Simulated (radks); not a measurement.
The bromine anion Br-, [Kr], held by a Watson sphere: a shell of charge +1 at radius R that stands for the Madelung well of a crystal (potential energy -1/R inside, -1/r outside, in hartree with lengths in bohr). Method: scalar-relativistic Kohn-Sham, LDA (Slater exchange, Perdew-Wang correlation), spin-polarised, spherical densities, point nucleus; computed with a radial shooting solver on a logarithmic mesh with Libxc functionals. Response by self-consistent Sternheimer equations with the Hartree and adiabatic LDA kernel, the relativistic mass of each level held fixed and spin-orbit coupling left out. The sphere does not respond.

| R (bohr) | e(3d) (eV) | e(4s) (eV) | e(4p) (eV) | <r> 4p (bohr) | sum of <r^2> (bohr^2) | X-ray form factor at sin(theta)/lambda = 0.1 1/angstrom | alpha (bohr^3) |
|---|---|---|---|---|---|---|---|
| 2.87 | -65.212 | -19.439 | -7.632 | 2.195 | 48.57 | 32.981 | 29.76 |
| 3.13 | -64.956 | -19.063 | -7.286 | 2.218 | 49.43 | 32.946 | 32.05 |
| 3.42 | -64.665 | -18.671 | -6.912 | 2.239 | 50.27 | 32.915 | 34.61 |
| 3.48 | -64.604 | -18.594 | -6.837 | 2.243 | 50.42 | 32.909 | 35.14 |
| 3.88 | -64.204 | -18.108 | -6.356 | 2.265 | 51.35 | 32.877 | 38.57 |
| 3.96 | -64.126 | -18.016 | -6.265 | 2.269 | 51.52 | 32.872 | 39.23 |
| 4.29 | -63.810 | -17.659 | -5.905 | 2.283 | 52.11 | 32.854 | 41.87 |
